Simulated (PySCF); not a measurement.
Members of one series of related molecules.

All values: CAM-B3LYP/def2-SVPD (PySCF) at PBE0-D3(BJ)/def2-SVP geometries, gas phase, one conformer each. Core orbitals are frozen in the response; Δα² is half the sum of the squared differences of the principal polarisabilities. The calculation is non-relativistic, for germanium too.

(1) Rank by HOMO energy, lowest first.
A. `CCC[N](C)[GeH3]`
B. `CC#CC[N](C)[GeH3]`
C. `C[N]([GeH3])CB(O)O`

(2) Rank by HOMO–LUMO gap, lowest first.
A. `COB(C[N](C)[GeH3])OC`
B. `CC#CC[N](C)[GeH3]`
C. `CCC[N](C)[GeH3]`
D. `B(C[N](C)[GeH3])(O)O`

(3) Rank by dipole moment, lowest first.
A. `[CH3:1][CH2:2][CH2:3][N:4]([CH3:5])[GeH3:6]` with C1–C2–C3–N4 -59°, C2–C3–N4–C5 -64°
B. `[CH3:1][N:2]([GeH3:3])[CH2:4][B:5]([OH:6])[OH:7]` with C1–N2–C4–B5 -171°, N2–C4–B5–O6 20°, C4–B5–O6–H 180°, C4–B5–O7–H 5°
C. `[CH3:1][N:2]([GeH3:3])[CH2:4][CH2:5][NH2:6]` with C1–N2–C4–C5 -82°, N2–C4–C5–N6 -63°, C4–C5–N6–H -78° and 162°
D. `[CH3:1]/[N:2]=[CH:3]/[CH2:4][N:5]([CH3:6])[GeH3:7]` with N2–C3–C4–N5 -15°, C3–C4–N5–C6 -78°

Answers

(1) B (-7.65 eV), A (-7.38 eV), C (-7.25 eV).

(2) D (7.69 eV), A (7.91 eV), C (8.40 eV), B (8.62 eV).

(3) A (0.55 D), B (1.92 D), D (2.12 D), C (2.44 D).

All values together:

```json
{"SMILES": "C[N]([GeH3])CCN", "formula": "C3H12GeN2", "μ (D)": "2.44", "HOMO (eV)": "-7.26", "LUMO (eV)": "1.06", "α (Å³)": "12.85", "Δα (Å³)": "2.15", "electrons": "76", "α per electron (Å³)": "0.169", "ΔSCF removal energy (eV)": "7.82"}
{"SMILES": "CC#CC[N](C)[GeH3]", "formula": "C5H11GeN", "μ (D)": "0.54", "HOMO (eV)": "-7.65", "LUMO (eV)": "0.97", "α (Å³)": "15.05", "Δα (Å³)": "7.25", "electrons": "80", "α per electron (Å³)": "0.188", "ΔSCF removal energy (eV)": "8.15"}
{"SMILES": "C[N]([GeH3])CB(O)O", "formula": "C2H10BGeNO2", "μ (D)": "1.92", "HOMO (eV)": "-7.25", "LUMO (eV)": "0.44", "α (Å³)": "12.78", "Δα (Å³)": "3.22", "electrons": "82", "α per electron (Å³)": "0.156", "ΔSCF removal energy (eV)": "7.82"}
{"SMILES": "COB(C[N](C)[GeH3])OC", "formula": "C4H14BGeNO2", "μ (D)": "2.39", "HOMO (eV)": "-7.15", "LUMO (eV)": "0.77", "α (Å³)": "16.39", "Δα (Å³)": "4.76", "electrons": "98", "α per electron (Å³)": "0.167", "ΔSCF removal energy (eV)": "7.66"}
{"SMILES": "CCC[N](C)[GeH3]", "formula": "C4H13GeN", "μ (D)": "0.55", "HOMO (eV)": "-7.38", "LUMO (eV)": "1.01", "α (Å³)": "13.24", "Δα (Å³)": "1.94", "electrons": "76", "α per electron (Å³)": "0.174", "ΔSCF removal energy (eV)": "7.91"}
{"SMILES": "C/N=C/C[N](C)[GeH3]", "formula": "C4H12GeN2", "μ (D)": "2.12", "HOMO (eV)": "-7.45", "LUMO (eV)": "1.00", "α (Å³)": "14.38", "Δα (Å³)": "2.49", "electrons": "82", "α per electron (Å³)": "0.175", "ΔSCF removal energy (eV)": "7.99"}
```

Conformers: `[CH3:1][N:2]([GeH3:3])[CH2:4][CH2:5][NH2:6]` with C1–N2–C4–C5 -82°, N2–C4–C5–N6 -63°, C4–C5–N6–H -78° and 162°; `[CH3:1][C:2]#[C:3][CH2:4][N:5]([CH3:6])[GeH3:7]` with C3–C4–N5–C6 -65°; `[CH3:1][N:2]([GeH3:3])[CH2:4][B:5]([OH:6])[OH:7]` with C1–N2–C4–B5 -171°, N2–C4–B5–O6 20°, C4–B5–O6–H 180°, C4–B5–O7–H 5°; `[CH3:1][O:2][B:3]([CH2:4][N:5]([CH3:6])[GeH3:7])[O:8][CH3:9]` with C1–O2–B3–C4 -3°, O2–B3–C4–N5 174°, B3–C4–N5–C6 180°, O2–B3–O8–C9 -1°; `[CH3:1][CH2:2][CH2:3][N:4]([CH3:5])[GeH3:6]` with C1–C2–C3–N4 -59°, C2–C3–N4–C5 -64°; `[CH3:1]/[N:2]=[CH:3]/[CH2:4][N:5]([CH3:6])[GeH3:7]` with N2–C3–C4–N5 -15°, C3–C4–N5–C6 -78°.

Problem. By how much does the ΔSCF value exceed −ε(HOMO) over the species that have both?

Solution. By 0.50 to 0.57 eV, 0.54 eV on average, over 6 species.
